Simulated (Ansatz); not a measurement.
The cluster B5. Total charge 0; quartet. Geometry PBE-D4/def2-SVP; atoms count from 1.

```
atom   x (Å)   y (Å)   z (Å)
  B1   1.647   0.269   0.389
  B2  -1.178  -0.947  -0.808
  B3  -1.079   0.441  -0.098
  B4   0.369  -0.534  -0.330
  B5   0.241   0.770   0.847
```

At PBE0-D4/def2-TZVP a doublet of charge 0 lies 1.56 eV below the quartet, each at its own geometry. The structure comes from a short search, and lower isomers may exist.

Question: Estimate the Mulliken populations from the PBE0/def2-TZVP orbitals of Ansatz.

Answer: 
```json
{"atom": "B1", "charge (e)": "0.02", "spin (α − β)": "0.99"}
{"atom": "B2", "charge (e)": "0.02", "spin (α − β)": "1.00"}
{"atom": "B3", "charge (e)": "0.02", "spin (α − β)": "0.35"}
{"atom": "B4", "charge (e)": "-0.09", "spin (α − β)": "0.30"}
{"atom": "B5", "charge (e)": "0.02", "spin (α − β)": "0.35"}
```
Mulliken values depend strongly on the basis.

Question: Where does the spin sit?

Answer: Summed by element: B 3.00, of 3 unpaired in all. Largest on single atoms: B2 1.00, B1 0.99, B5 0.35.

Question: And the Mayer bond orders between heavy atoms (over 0.3)?

Answer: B1–B4 0.95 (1.67 Å); B1–B5 1.38 (1.56 Å); B2–B3 1.38 (1.56 Å); B2–B4 0.95 (1.67 Å); B3–B4 0.73 (1.76 Å); B3–B5 1.00 (1.66 Å); B4–B5 0.73 (1.76 Å).
